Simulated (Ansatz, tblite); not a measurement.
InSb nanocrystals, H-capped: gap (eV) at several levels, gas phase, relaxed structures; Ansatz, xTB through tblite. Core potentials for In, Sb in the def2 sets, no spin–orbit coupling. Levels of anions in sets without diffuse functions are rough. A dash marks a value that wasn't run or was left out as unsound. The structures are stationary points that may keep the symmetry of their start.

```csv
species,state,geometry,GFN1-xTB,PBE-D4/def2-SVP,PBE-D4/def2-TZVP,PBE0-D4/def2-SVP,PBE0-D4/def2-TZVP
"In3Sb3H12, cut from wurtzite",singlet,PBE-D4/def2-SVP,3.07,3.96,3.92,5.57,5.51
"In4Sb4H14, cut from wurtzite",singlet,r2SCAN-D4/def2-SVP,3.02,3.57,3.54,5.20,5.15
"In4Sb5H16⁺, cut from zinc blende",singlet,r2SCAN-D4/def2-SVP,2.64,3.76,3.72,5.44,5.38
"In5Sb5H18, cut from wurtzite, disc",singlet,PBE-D4/def2-SVP,2.60,3.20,3.16,4.71,4.67
"In6Sb5H18⁻, cut from wurtzite",singlet,PBE-D4/def2-SVP,2.68,3.39,3.33,4.96,4.87
"In6Sb6H18, cut from wurtzite",singlet,PBE-D4/def2-SVP,2.36,3.20,3.15,4.75,4.71
"In7Sb7H20, cut from zinc blende",singlet,PBE-D4/def2-SVP,2.10,2.88,2.86,4.44,4.41
"In7Sb8H24⁺, cut from zinc blende, disc",singlet,PBE-D4/def2-SVP,2.16,2.97,2.94,4.47,4.44
"In8Sb7H24⁻, cut from zinc blende, disc",singlet,PBE-D4/def2-SVP,2.32,3.12,3.07,4.62,4.57
"In8Sb8H22, cut from wurtzite",singlet,PBE-D4/def2-SVP,1.99,2.99,–,4.46,–
"In9Sb9H24, cut from wurtzite",singlet,PBE-D4/def2-SVP,1.87,2.90,2.86,4.37,4.33
"In9Sb10H26⁺, cut from wurtzite",singlet,r2SCAN-D4/def2-SVP,1.84,2.69,2.66,4.16,4.12
"In10Sb11H28⁺, cut from wurtzite",singlet,PBE-D4/def2-SVP,1.67,2.56,–,4.01,–
"In12Sb11H32⁻, cut from zinc blende",singlet,r2SCAN-D4/def2-SVP,1.79,2.67,2.64,4.13,4.09
```

Q: Estimate the column for GFN2-xTB.

A: In3Sb3H12, cut from wurtzite 3.23; In4Sb4H14, cut from wurtzite 3.10; In4Sb5H16⁺, cut from zinc blende 2.67; In5Sb5H18, cut from wurtzite, disc 2.89; In6Sb5H18⁻, cut from wurtzite 2.75; In6Sb6H18, cut from wurtzite 2.40; In7Sb7H20, cut from zinc blende 2.20; In7Sb8H24⁺, cut from zinc blende, disc 2.34; In8Sb7H24⁻, cut from zinc blende, disc 2.87; In8Sb8H22, cut from wurtzite 2.57; In9Sb9H24, cut from wurtzite 2.51; In9Sb10H26⁺, cut from wurtzite 2.37; In10Sb11H28⁺, cut from wurtzite 2.27.
